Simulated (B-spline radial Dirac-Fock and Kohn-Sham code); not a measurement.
Form factor and incoherent scattering function of Au³⁺

System: Au³⁺ in the configuration [Xe] 4f14 5d7 6p1 (not the ground configuration).

Input of the calculation (task.json; shells as n, l, electrons):

```json
{"items": [{
  "Z": 79,
  "q": 3,
  "cfg": [[1, 0, 2], [2, 0, 2], [2, 1, 6], [3, 0, 2], [3, 1, 6], [3, 2, 10], [4, 0, 2], [4, 1, 6], [4, 2, 10], [4, 3, 14], [5, 0, 2], [5, 1, 6], [5, 2, 7], [6, 1, 1]],
  "A": 197,
  "rrms": 5.4371,
  "do": ["scatter"],
  "s": [0.0, 0.08, 0.1, 0.12, 0.14, 0.17, 0.21, 0.26, 0.31, 0.38, 0.46, 0.56, 0.69, 0.84, 1.02, 1.25, 1.52, 1.85, 2.26, 2.75, 3.35, 4.09, 4.98],
  "pz": [0, 0.1, 0.2, 0.3, 0.4, 0.5, 0.6, 0.8, 1.0, 1.2, 1.4, 1.6, 1.8, 2.0, 2.5, 3.0, 4.0, 5.0, 7.0, 10.0, 15.0, 20.0, 30.0, 40.0, 60.0, 100.0],
  "hv_scatter": [2000, 8047.8, 10000, 17479.3, 30000, 50000, 500000, 1000000]
}]}
```

Run with: `python xray_run.py task.json out`

These are calculated numbers from an atomic code on a B-spline grid; the model is Dirac-Fock densities. f₀ is the Fourier transform of the spherical electron density, S the Waller-Hartree incoherent function, and s = sin θ/λ. The electron scattering factor follows from the Mott-Bethe formula f_e = 0.023934 Å⁻¹·(Z − f₀)/s².

| s (Å⁻¹) | f₀ | S | f_e (Å) |
| --- | --- | --- | --- |
| 0 | 76.000 | 0.000 | – |
| 0.08 | 74.100 | 2.046 | 18.324 |
| 0.1 | 73.122 | 2.965 | 14.068 |
| 0.12 | 72.002 | 3.937 | 11.631 |
| 0.14 | 70.770 | 4.929 | 10.050 |
| 0.17 | 68.773 | 6.419 | 8.470 |
| 0.21 | 65.947 | 8.373 | 7.084 |
| 0.26 | 62.329 | 10.728 | 5.902 |
| 0.31 | 58.765 | 12.987 | 5.040 |
| 0.38 | 54.057 | 16.038 | 4.134 |
| 0.46 | 49.234 | 19.399 | 3.367 |
| 0.56 | 44.071 | 23.316 | 2.666 |
| 0.69 | 38.521 | 27.735 | 2.035 |
| 0.84 | 33.227 | 31.903 | 1.553 |
| 1.02 | 27.978 | 36.041 | 1.174 |
| 1.25 | 22.801 | 40.594 | 0.861 |
| 1.52 | 18.705 | 45.255 | 0.625 |
| 1.85 | 15.724 | 50.140 | 0.443 |
| 2.26 | 13.361 | 54.930 | 0.308 |
| 2.75 | 10.964 | 58.984 | 0.215 |
| 3.35 | 8.403 | 62.391 | 0.151 |
| 4.09 | 6.293 | 65.354 | 0.104 |
| 4.98 | 5.029 | 67.892 | 0.071 |

f₀ starts at the number of electrons, 76, and has fallen to half at s ≈ 0.70 Å⁻¹. The sum of ⟨r²⟩ over the electrons is 42.74 bohr². For an ion f_e diverges as s goes to zero, because of the net charge.
